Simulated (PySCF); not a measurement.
# Identify the compound

Molecular formula: C₈H₁₁PSi. Simulated spectra:

1H NMR (300 MHz, computed): δ 7.60 (m, 2H), 7.43 (m, 2H), 3.50 (m, 3H), 3.26 (m, 4H).

13C{1H} NMR (computed): δ 148.6 (C, 2C), 132.0 (CH, 2C), 131.6 (CH, 2C), 33.3 (CH2, 2C).

PySCF calculation with GFN2-xTB geometry and GIAO PBE0/pcSseg-1 shieldings; gas phase, one conformer, one averaged value for each set of equivalent atoms, non-relativistic Hamiltonian.

Referencing at the same level of theory: 1H and 13C vs TMS.

Q: What is the structure?

A: 
1. 4 carbon signals for 8 carbons: some carbons are equivalent by symmetry or fast rotation.
2. Carbon types of the structure: 2 × C, 4 × CH, 2 × CH2, leaving 3 H on heteroatoms.
3. δC 148.6: substituted aromatic carbon.
4. δC 132.0, 131.6: aromatic CH; the aromatic region.
5. δC 33.3: sp3 CH2 bonded to P, on an aromatic ring.
6. δH 7.60, 7.43: hydrogen on an aromatic CH; aromatic region.
7. δH 3.50: hydrogen on a silicon bonded to P.
8. δH 3.26: hydrogen on an sp3 CH2 bonded to P, on an aromatic ring; benzylic-type position, deshielded by the ring.

Structure: `InChI=1S/C8H11PSi/c10-9-5-7-3-1-2-4-8(7)6-9/h1-4H,5-6H2,10H3`.

The shifts were computed for this structure.

Splittings by 31P in the carbon and heteronuclear signals aren't shown, as no couplings were computed. Shifts are as computed. Against solution values, carbons near 30 ppm lie about +3 ppm off and those near 130 ppm about +5 ppm. Of 1211 compounds with measured shifts, 218 miss one by over three times the rms of a fit or turn the order of signals round; such compounds aren't used in these exercises. No couplings were computed; multiplicities are counted from neighbouring protons, with m where these are inequivalent, close in shift, in a saturated or five-membered ring or joined by F or P, and br s for small geminal =CH2 splittings.
